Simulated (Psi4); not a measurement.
Here is a job for Psi4.
```
memory 2 GB

molecule {
-1 2
  B    -0.85821139    0.10739517   -0.15583823
  N     0.69923672   -0.10831351   -0.09977272
  H    -1.46270089   -0.95255085    0.11348944
  H    -1.25784084    1.05119416    0.59906258
  H     1.14447758    0.79761676    0.05102349
  H     0.97246411   -0.67504134    0.71402463
}

set basis 6-31g*
set reference uks

energy('pbe0')
print_variables()
```

**Question.** What number of basis functions does PBE0/6-31G* (Psi4) give?

**Answer.** 38

**Question.** What total energy does PBE0/6-31G* give?

**Answer.** -81.8283 Eh

**Question.** What nuclear repulsion energy does PBE0/6-31G* give?

**Answer.** 30.1660 Eh

A gas-phase anion may not be bound at this level; its values then depend on the basis.

These values belong to the state on which the SCF converged, which isn't shown to be the lowest.
